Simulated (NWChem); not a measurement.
System: CH4AlO cation; SMILES [CH3][Al+][OH]

```xyz
7

Al     0.0169    -0.0757    -0.0043
C      0.0173     1.8272    -0.0089
H     -0.2026     2.1961     1.0058
H     -0.7526     2.1934    -0.7066
H      1.0053     2.1965    -0.3272
O      0.0112    -1.6863     0.0035
H      0.0226    -2.6424     0.0015
```
Atoms are numbered in this order, from 1.

All runs use the structure optimised with PBE0/def2-SVP.

Q: List the 4 lowest vertical singlet excitations from B3LYP/6-31+G* (spherical d), TDA (NWChem).

A: 
```
state  energy (eV)  oscillator strength  leading excitation (squared amplitude)
-----  -----------  -------------------  --------------------------------------
S1            6.52                0.024                    HOMO−1 → LUMO (0.98)
S2            6.52                0.024                      HOMO → LUMO (0.98)
S3            7.58                0.000                  HOMO−1 → LUMO+1 (0.48)
S4            7.62                0.289                    HOMO−2 → LUMO (0.87)
```
